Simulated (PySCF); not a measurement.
BF₃, charge -1, doublet, at a GFN2-xTB geometry (a state made from the parent by changing its charge; the spin is typed, not shown lowest) (in this run its highest filled SCF level lies above zero, so its values depend strongly on the basis, on diffuse functions most of all). Base run: PySCF with DF-R2SCAN/6-31G*.

PySCF was given this input:
```python
from pyscf import gto, scf, dft

mol = gto.M(
    atom='''
B    -0.01665964    0.22066266    0.40640217
F    -1.17616439   -0.61899512    0.19030536
F     0.04332344    1.13683746   -0.71306201
F     1.14209631   -0.64043271    0.29697767
''',
    basis='6-31g*',
    charge=-1,
    spin=1,
    verbose=4,
)

mf = dft.UKS(mol)
mf.xc = 'r2scan'
mf = mf.density_fit(auxbasis='def2-universal-jkfit')
mf.kernel()
```

Variants of this job, named by their change:

| change | basis functions | E (Eh) | HOMO (eV) | core-seconds (rough) |
|---|---|---|---|---|
| base | 56 | -324.34727 | 3.04 | 8 |
| basis = STO-3G | 20 | -319.55053 | 9.87 | 3 |
| basis = 6-31G | 36 | -324.30538 | 2.66 | 6 |
| basis = LANL2DZ | 36 | -324.41965 | 1.76 | 6 |
| basis = pcseg-0 | 36 | -323.45072 | 2.60 | 6 |
| basis = def2-SVP | 56 | -324.12098 | 2.37 | 8 |
| basis = def2-SV(P) | 56 | -324.12098 | 2.37 | 8 |
| basis = 6-31+G* | 72 | -324.41152 | 1.24 | 9 |
| basis = 6-311G** | 72 | -324.47203 | 2.29 | 10 |
| basis = 6-311++G** | 88 | -324.50409 | 1.26 | 10 |
| basis = cc-pVTZ | 120 | -324.51824 | 1.99 | 20 |
| basis = aug-cc-pVTZ | 184 | -324.53561 | 1.25 | 30 |
| basis = def2-QZVPP | 228 | -324.56048 | 1.57 | 40 |

Totals compare only among sets that treat the same electrons; sets with core potentials leave the core out.

Open shells are given as the SCF converged; they aren't shown to be the lowest states, and a large step between rows can be another state.
